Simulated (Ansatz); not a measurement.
Gas-phase electronic energies from Ansatz, PBE0-D4/def2-TZVP geometries. CCSD(T)/CBS adds triple-zeta CCSD(T) − MP2 to the extrapolated MP2 energy (def2 sets, frozen cores). This one scheme is used for every species. Functionals use def2-TZVPP. For Ge outer-core shells are correlated without core-valence functions, which leaves a few kJ/mol of doubt a bond. Scalar relativity is left out up to krypton.

Consider the hydrogenolysis of a Ge–F bond: `[CH3][GeH]([F])[Cl]` + H₂ → `[CH3][GeH2][Cl]` + H–F.

```
              species  PBE0 energy (Eh)
`[CH3][GeH]([F])[Cl]`       -2677.17015
                   H₂          -1.16849
    `[CH3][GeH2][Cl]`       -2577.92758
                  H–F        -100.39405
```

(1) Work out ΔE.

Largest T1 diagnostic among the species: 0.011.

## Answers

(1) ΔE = (-2577.92758) + (-100.39405) − (-2677.17015) − (-1.16849) = 0.01701 Eh = +44.7 kJ/mol. CCSD(T)/CBS gives +47.4 kJ/mol.

From BLYP to BHLYP (50 % exact exchange), in def2-TZVPP and without D4, ΔE moves by −7.0 kJ/mol. At CCSD(T), def2-SVP lies +6.8 kJ/mol from the extrapolated value and def2-TZVPP +1.7 kJ/mol. Leaving LDA and LC-ωPBE aside and taking each functional with its dispersion term where it has one, the values, not all of them listed here, spread over 15.1 kJ/mol, from HSE06-D4 to BLYP-D4. LDA lies −5.0 kJ/mol from PBE without D4.
